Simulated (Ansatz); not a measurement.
CH₆GaNS (`[NH2][GaH][CH2]S`) at its PBE0-D4/def2-TZVP geometry, where that method's forces vanish. The species carries charge 0 and has multiplicity 1.

```xyz
10

N    -1.2083   -0.7863    1.4993
Ga    0.3157   -0.2588    0.6691
C     0.3085   -0.0556   -1.2904
S     0.4482    1.7413   -1.5577
H    -2.0673   -0.9993    1.0220
H    -1.3268   -0.7879    2.4979
H     1.5542    0.1147    1.5463
H    -0.6640   -0.3292   -1.7031
H     1.0776   -0.5875   -1.8490
H     1.5621    1.9487   -0.8345
```

**Question.** What forces (eV/Å) does B3LYP-D4/def2-TZVPP give on these atoms in Ansatz? (Estimate.)

**Answer.** The calculation gave: 
```
N1  -0.148 -0.040  0.086
Ga2  0.243 -0.016  0.078
C3  -0.063 -0.274 -0.163
S4   0.044  0.320 -0.076
H5  -0.025 -0.010  0.013
H6  -0.029 -0.009  0.013
H7  -0.031 -0.006 -0.010
H8   0.073 -0.002  0.024
H9  -0.057  0.015  0.049
H10 -0.007  0.022 -0.014
```

B3LYP here is the variant with VWN-RPA as its local correlation; programs differ in this.
